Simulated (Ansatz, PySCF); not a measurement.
Reaction (SMILES): FC(F)(F)C(Cl)Cl -> F[C](F)F + Cl[CH]Cl (the C-C bond at the site shown breaks; other sites are not compared here)
Structures are relaxed separately at B3LYP-D3(BJ)/def2-TZVP in Ansatz (a first-principles code), one conformer each, not searched for the lowest.

Property: bond dissociation energy (enthalpy at 298 K, with B3LYP-D3(BJ) rigid-rotor harmonic-oscillator terms from PySCF), in eV. Cores are frozen in the correlated levels unless marked. UHF or UKS for open shells. No spin-orbit coupling. Non-relativistic. CBS(X,Y): correlation extrapolated as X^-3; Hartree-Fock from the larger set. [CCSD(T)-MP2]/basis is that difference in the basis named.

| level | program | bond dissociation energy (eV) |
|---|---|---|
| HF-D3(BJ)/def2-TZVPD | PySCF + dftd3 | (withheld) |
| BLYP/def2-TZVPD | Ansatz | 3.15 |
| r2SCAN/def2-TZVPD | Ansatz | 3.41 |
| B97M-V/def2-TZVPD | Ansatz | 3.74 |
| PBE0/STO-3G | Ansatz | 3.62 |
| PBE0-D3(BJ)/def2-TZVP | Ansatz + dftd3 | (withheld) |
| PBE0/def2-TZVPD | Ansatz | (withheld) |
| BHLYP-D4/def2-TZVPD | Ansatz + dftd4 | 3.53 |
| LC-wPBE-D4/def2-TZVPD | Ansatz + dftd4 | (withheld) |
| PBE-QIDH/def2-TZVPD | Ansatz | 3.76 |
| SCS-MP2/cc-pV(T+d)Z | Ansatz | 4.01 |
| CCSD/STO-3G | Ansatz | 3.48 |
| RI-MP2/CBS(cc-pV(T+d)Z,cc-pV(Q+d)Z)+[CCSD(T)-MP2]/cc-pV(T+d)Z | Ansatz | 3.94 |

Q: Complete the blanks.

A: 
- HF-D3(BJ)/def2-TZVPD, bond dissociation energy (eV): 3.00
- PBE0-D3(BJ)/def2-TZVP, bond dissociation energy (eV): 3.60
- PBE0/def2-TZVPD, bond dissociation energy (eV): 3.50
- LC-wPBE-D4/def2-TZVPD, bond dissociation energy (eV): 3.63
